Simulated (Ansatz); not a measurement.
Ansatz (an electronic-structure program) input (PBE0/def2-QZVPP):
A basis named .json is the Basis Set Exchange file of that set.

Ansatz 0.2 input:
```yaml
crystal:
  periodic: [false, false, false]
  atoms:
    - {symbol: Si, position_ang: [-0.09157938, -0.35691874, 0.01448109]}
    - {symbol: C, position_ang: [-0.04126805, -0.48723226, 1.87906469]}
    - {symbol: C, position_ang: [-1.16399499, -1.67588052, -0.73887972]}
    - {symbol: O, position_ang: [1.40220069, -0.53551766, -0.63871851]}
    - {symbol: C, position_ang: [2.48924007, 0.34594353, -0.41607871]}
    - {symbol: O, position_ang: [-0.60132780, 1.15525045, -0.41250582]}
    - {symbol: C, position_ang: [-1.77567875, 1.78738733, 0.05256353]}
    - {symbol: H, position_ang: [0.58263264, 0.29492718, 2.31745150]}
    - {symbol: H, position_ang: [-1.03967073, -0.39542413, 2.31365201]}
    - {symbol: H, position_ang: [0.36389775, -1.45340898, 2.18755599]}
    - {symbol: H, position_ang: [-0.80175125, -2.67203477, -0.47690862]}
    - {symbol: H, position_ang: [-2.19549985, -1.59380145, -0.38782911]}
    - {symbol: H, position_ang: [-1.16778604, -1.59143017, -1.82695149]}
    - {symbol: H, position_ang: [3.32687197, 0.01310768, -1.02922044]}
    - {symbol: H, position_ang: [2.23019711, 1.37016051, -0.69612660]}
    - {symbol: H, position_ang: [2.80215713, 0.33562576, 0.63313119]}
    - {symbol: H, position_ang: [-1.83404745, 2.77838791, -0.39858882]}
    - {symbol: H, position_ang: [-2.67394091, 1.22799011, -0.23048764]}
    - {symbol: H, position_ang: [-1.76772165, 1.90359161, 1.14136267]}
basis:
  gaussian:
    orbitals: def2-QZVPP.json
hamiltonian:
  xc: {name: PBE0}
```

Output:

```
Functional definition: PBE0
integrals: 2.05 GiB planned
2189 factors; their error is unknown
mean field: 7.01 GiB planned
mean field evaluation 1: about -16292.3400 eV, gradient 9.3e1 eV
mean field evaluation 2: about -16285.1788 eV, gradient 1.1e2 eV
mean field evaluation 4: about -16309.7334 eV, gradient 5.0e0 eV
mean field evaluation 8: about -16309.7785 eV, gradient 7.6e-2 eV
mean field evaluation 16: about -16309.7811 eV, gradient 6.6e-5 eV
mean field -16309.78112815 eV, -599.3734012926 hartree, gradient 6.6e-5 eV, S^2 0.000000; 0 other end points of the search recorded, 0 dependent functions left out
reference -16309.78117990 eV, -599.3734031947 hartree; 33, 33 occupied and 739, 739 virtual orbitals, 2189 factors
Total energy: -16309.78117990 eV, -599.3734031947 hartree
```
